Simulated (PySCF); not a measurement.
Si(H)(F)2(OEt) (C₂H₆F₂OSi), SMILES [SiH](OCC)(F)F. Geometry optimised at PBE-D3(BJ)/def2-SVP. This is a generated structure with no PubChem entry under its InChIKey; it may be hypothetical. The values are those of a single conformer.

Computed equilibrium geometry at PBE-D3(BJ)/def2-SVP (PySCF confirms it by a frequency run) as bond lengths and angles (one conformer of several):
Atoms: Si1 F2 F3 O4 C5 C6 H7 H8 H9 H10 H11 H12. Bonds (Å): Si1–F2 1.627, Si1–F3 1.627, Si1–O4 1.645, Si1–H7 1.480, O4–C5 1.435, C5–C6 1.517, C5–H8 1.113, C5–H9 1.113, C6–H10 1.108, C6–H11 1.108, C6–H12 1.108. Angles (°): F2–Si1–F3 105.2, F2–Si1–O4 110.8, F2–Si1–H7 110.7, F3–Si1–O4 110.8, F3–Si1–H7 110.7, O4–Si1–H7 108.5, Si1–O4–C5 125.3, O4–C5–C6 109.2, O4–C5–H8 109.5, O4–C5–H9 109.5, C6–C5–H8 110.7, C6–C5–H9 110.7, H8–C5–H9 107.3, C5–C6–H10 110.7, C5–C6–H11 110.4, C5–C6–H12 110.7, H10–C6–H11 108.4, H10–C6–H12 108.2, H11–C6–H12 108.4.
